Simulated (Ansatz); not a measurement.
C2H5FO2Si can be A, `C=C(F)[SiH](O)O`, or B, `C[C@]1(F)O[Si@H]1O`.

Isolated molecules relaxed with PBE0-D4/def2-TZVP in Ansatz; ΔE leaves out vibrations. CBS: MP2 limit from def2 TZ/QZ plus the TZ coupled-cluster correction, frozen cores. DFT in def2-TZVPP. B3LYP here is the variant with VWN-RPA as its local correlation; programs differ in this. One conformer a species, not always the lowest.

A:

```xyz
11

C    -1.647   -0.794   -0.408
C    -0.836    0.247   -0.329
F    -1.143    1.376   -1.030
Si    0.763    0.382    0.649
O     1.334   -1.103    1.011
O     1.822    1.213   -0.285
H    -2.550   -0.778   -1.009
H    -1.406   -1.691    0.149
H     0.551    1.041    1.953
H     1.657   -1.643    0.288
H     1.455    1.749   -0.990
```

B:

```xyz
11

C    -0.1263   -0.0527   -1.7260
C    -0.0588    0.3454   -0.2927
F    -0.5094    1.6414   -0.1483
O     1.2562    0.2204    0.3023
Si    0.1582   -0.5904    1.2464
O    -0.2362   -0.0105    2.7096
H     0.5202    0.6042   -2.3157
H     0.2101   -1.0818   -1.8528
H    -1.1498    0.0330   -2.0931
H     0.3155   -2.0456    1.3873
H    -0.3797    0.9366    2.7828
```

Problem. Which is lower in electronic energy at CCSD(T)/CBS, and by how much? (An estimate is asked.)

Solution. Computed: A, by 22.6 kcal/mol.

Problem. Give E(B) − E(A) in kcal/mol with MP2/def2-TZVPP, BLYP-D4, PBE-D4, B3LYP-D4, CCSD/def2-TZVPP, CCSD(T)/def2-SVP, B2PLYP. (Estimate.)

Solution. Ansatz gave: MP2/def2-TZVPP 21.1, BLYP-D4 22.7, PBE-D4 17.4, B3LYP-D4 23.2, CCSD/def2-TZVPP 23.2, CCSD(T)/def2-SVP 19.5, B2PLYP 22.5. None reverses the order clearly.

Problem. Does the order hold for the free energy at 298.15 K (harmonic terms from PBE0-D4)? (An estimate is asked.)

Solution. Ansatz gave: Yes: G(B) − G(A) = +24.9 kcal/mol, for one conformer each. Modes under 60 cm⁻¹, often nearly free rotors, make the harmonic entropy too high.

Largest T1 diagnostic: 0.013.

In def2-TZVPP, CCSD(T) changes the Hartree–Fock value by −6.2 kcal/mol (the triples alone add −0.8 kcal/mol) and MP2 by −7.5 kcal/mol. From PBE to PBE0 (25 % exact exchange), in def2-TZVPP and without D4, E(B) − E(A) moves by +1.2 kcal/mol.
